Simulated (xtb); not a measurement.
Si(F)(Me)2(SH) (C2H7FSSi), SMILES S[Si](C)(F)C. All values are semi-empirical tight-binding results from xtb (GFN2-xTB unless named), good for trends rather than for accurate numbers. Geometry: GFN2-xTB. This is a generated structure with no PubChem entry under its InChIKey; it may be hypothetical. One conformer was computed; it need not be the lowest.

```
Property                                         Value
---------------------------------------  -------------
point group as xtb finds it                         Cs
orbital gap                                    5.02 eV
zero-point energy                        53.4 kcal/mol
G − E(el) at 298.15 K (modified RRHO)    32.0 kcal/mol
static polarisability (D4 model)            77.0 bohr³
solvation energy, GFN2-xTB/ALPB(water)   -2.4 kcal/mol
solvation energy, GFN2-xTB/ALPB(hexane)  -5.2 kcal/mol
```
